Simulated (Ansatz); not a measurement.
Isomers of C2H6Si2. Isolated molecules, 0 K electronic values unless said otherwise. One relaxed conformer stands for each flexible species; it need not be the lowest. Strings in code marks are SMILES.

Quantity: electronic energy of isomers of C2H6Si2 relative to `C1=C[SiH2][SiH2]1`, in kJ/mol. The restricted reference of `C1=C[SiH2][SiH2]1`, `C=[SiH]C=[SiH2]`, `[SiH2]=CC=[SiH2]` and `[SiH2]=C1C[SiH2]1` is unstable towards unrestricted orbitals.

A: `C=[SiH]C=[SiH2]` (C–Si–C–Si torsion 180°)
B: `[SiH2]=C1C[SiH2]1`
C: `[SiH2]=CC=[SiH2]` (Si–C–C–Si torsion 180°)

**Question.** Put the candidates in order of electronic energy of isomers of C2H6Si2 relative to `C1=C[SiH2][SiH2]1`, lowest first, for frozen-core CCSDT(Q)/6-31g // B3LYP-D3(BJ)/def2-TZVP (Ansatz, a quantum-chemistry and plane-wave program).

**Answer.** A (94.4 kJ/mol), C (111.2 kJ/mol), B (155.4 kJ/mol)
